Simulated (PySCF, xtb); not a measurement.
Si(Me)2(Cl)2 (C2H6Cl2Si), SMILES C[Si](Cl)(Cl)C.

GFN2-xTB (xtb) at its own geometry gives an orbital gap of 6.61 eV and a dipole moment of 2.50 D.

Coordinates come from a r2SCAN-D4/def2-SVP optimisation. The isomer is the one that the SMILES or the coordinates give; other isomers of the formula were not compared.

Question: What does HF/def2-TZVP (PySCF) give? (An estimate is asked for; the answer gives what the named calculation found.)

Answer: gap 15.25 eV (levels -11.85 and 3.39 eV), dipole 2.57 D.
